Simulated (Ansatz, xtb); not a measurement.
## Relaxing a trial structure of CH5BGe+

The starting geometry of this gas-phase doublet was built from a drawn formula by distance geometry; its bonds are those of `[BH+][GeH2][CH2]`.

```
atom    x (Å)    y (Å)    z (Å)
   C  -0.6205   1.0485   2.2864
   B  -0.1964  -0.9401  -0.2193
  Ge  -1.6051  -0.2557   1.1716
   H   0.8616  -1.2934  -0.5382
   H  -2.6512   0.4294   0.2927
   H  -2.1719  -1.4538   1.9974
   H  -0.8585   0.6825   3.3453
   H   0.4142   1.0347   2.0833
```

Task: Where would you expect an optimisation with r2SCAN-D4/def2-SVP to take it?

Result: A new bond forms, giving a structure given below by its coordinates. Distances that change by over a tenth: B2–Ge3 (2.09 → 2.52 Å). Contacts that close: C1–B2 (3.23 → 1.46 Å).

The energy falls by 2.92 eV over 18 steps:

| step | E − E(last) (eV) |
| --- | --- |
| 1 | 2.923 |
| 3 | 2.230 |
| 5 | 2.044 |
| 7 | 1.868 |
| 9 | 1.523 |
| 10 | 1.129 |
| 12 | 0.239 |
| 14 | 0.040 |
| 16 | 0.002 |
| 18 | 0.000 |

Final geometry (Å):

```csv
atom,x (Å),y (Å),z (Å)
C,-0.2702,0.4099,1.8647
B,0.2520,-0.4546,0.8165
Ge,-2.1798,-0.0847,1.3845
H,0.6513,-1.1674,-0.0455
H,-2.6073,0.4851,0.0345
H,-2.5157,-1.5301,1.7421
H,-0.0467,0.1000,2.9015
H,-0.1113,1.4939,1.7209
```

From the same start GFN2-xTB ends elsewhere, at `[CH2][BH][GeH2+]`.

The end wasn't checked by frequencies. Open shells are spin-unrestricted. Run with Ansatz 0.2.0, 55 s on 2 threads of Intel(R) Xeon(R) 6975P-C (Granite Rapids), with other jobs on the host.
